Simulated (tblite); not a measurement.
Run record: tight-binding relaxation, `[O]CC1=CC=CC=C1F` [radical].

Computed with GFN2-xTB geometry optimisation, gas phase (tblite 0.8.0). Start geometry: from a force field or distance geometry. A driver script takes a list of jobs; this job's settings line and coordinates (Å) are shown.

Command:
```bash
OMP_NUM_THREADS=1 python probes_run.py task.json out
```

Input:
```
{"job": {"kind": "relax", "xc": "GFN2-xTB", "basis": "xTB"}, "charge": 0, "multiplicity": 2}
O      2.582000    -0.614800    -1.333900
C      2.205800    -0.435400    -0.079500
C      0.721100    -0.139200    -0.039500
C     -0.223000    -1.115700    -0.418000
C     -1.597300    -0.872600    -0.358500
C     -2.068000     0.373100     0.049800
C     -1.151800     1.364300     0.422700
C      0.225600     1.109400     0.383900
F      1.057000     2.077500     0.777700
H      2.322400    -1.282200     0.638300
H      2.693800     0.360600     0.506000
H      0.146000    -2.089800    -0.749600
H     -2.296800    -1.645600    -0.659100
H     -3.124400     0.574000     0.079700
H     -1.496800     2.344400     0.757900
```

Output:
```
step      E/eV     max force
  0    -727.27351    1.572
  1    -727.36764    0.975
  2    -727.43831    0.560
  3    -727.46810    0.382
  4    -727.47955    0.294
  5    -727.48657    0.189
  6    -727.49052    0.199
  7    -727.49475    0.177
  8    -727.49677    0.111
  9    -727.49814    0.093
... (47 lines left out)
 57    -727.64966    0.021
 58    -727.64972    0.020
 59    -727.64977    0.014
 60    -727.64982    0.011
 61    -727.64985    0.011
 62    -727.64987    0.012
 63    -727.64989    0.013
 64    -727.64993    0.012
 65    -727.64996    0.011
 66    -727.64997    0.009
```

«max force» is the largest atomic force in eV/Å.

Problem. From which step on does the largest force stay under 0.1 eV/Å, and how much energy is left to gain from there?

Solution. From step 44 (0.048 eV/Å), 2.5 meV above the end.

Summary of the converged run: energy lowered by 8.7 kcal/mol over 66 steps; largest atomic force 0.009 eV/Å at the end.

Problem. Where do the atoms end?

Solution. 0.523 Å rms from the input after alignment:
```
atom  x, y, z in Å
O1     2.5703   -1.5441   -0.6332
C2     2.1530   -0.4356   -0.0876
C3     0.6728   -0.1657   -0.0395
C4    -0.2481   -1.0642   -0.5702
C5    -1.6025   -0.7968   -0.5214
C6    -2.0623    0.3780    0.0569
C7    -1.1665    1.2895    0.5938
C8     0.1822    1.0040    0.5386
F9     1.0628    1.8889    1.0600
H10    2.5667   -0.3239    0.9509
H11    2.6560    0.4530   -0.5567
H12    0.1345   -1.9692   -1.0174
H13   -2.3042   -1.5031   -0.9373
H14   -3.1203    0.5882    0.0925
H15   -1.4985    2.2091    1.0488
```

Hardware: one thread, Arm Neoverse V2 (aarch64), shared host with 32 logical CPUs at a one-minute load of 9.1. Cost: 0.3 s wall.
Labels such as C1 count atoms from 1, the log's own numbers from 0.
